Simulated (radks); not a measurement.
Q: Tl33+, configuration [Kr] 4d10 4f2 (the NIST ground configuration). Method: non-relativistic Kohn-Sham, TPSS, spin-polarised, spherical densities, point nucleus; open shells are filled with parallel spins first (spin-orbit coupling, left out, can overturn this in heavy ions); meta-GGA in the generalised Kohn-Sham scheme; relativity is left out, which matters for an element this heavy; computed with a radial shooting solver on a logarithmic mesh with Libxc functionals. Some entries of the table are withheld. Estimate them.

orbital  occ.  eigenvalue (hartree)  <r^2> (bohr^2)
1s down     1             -2876.802       0.0004663
1s up       1             -2876.801       0.0004663
2s up       1             -521.3244        0.007244
2s down     1             -521.3212        0.007244
2p up       3             -503.2549        0.005343
2p down     3             -503.2528        0.005343
3s up       1             -158.2749         0.04405
3s down     1             -158.1581         0.04401
3p up       3             -149.8354         0.04049
3p down     3             -149.7282         0.04045
3d up       5             -134.1838         0.03109
3d down     5             -134.1038         0.03105
4s up       1             -65.43527          0.1841
4s down     1             -65.30519          0.1843
4p up       3             -61.67578          0.1838
4p down     3             -61.54184          0.1841
4d up       5             -54.86854          0.1789
4d down     5             -54.72375          0.1794
4f up       2             -46.15115          0.1562
4f down     0             -45.97606          0.1568
5s up       0                   (1)          0.5815
5s down     0                   (2)          0.5828
5p up       0                   (3)          0.5993
5p down     0                   (4)          0.6007

A: 
(1) 5s up eigenvalue (hartree): -35.19302
(2) 5s down eigenvalue (hartree): -35.13667
(3) 5p up eigenvalue (hartree): -33.47547
(4) 5p down eigenvalue (hartree): -33.41966
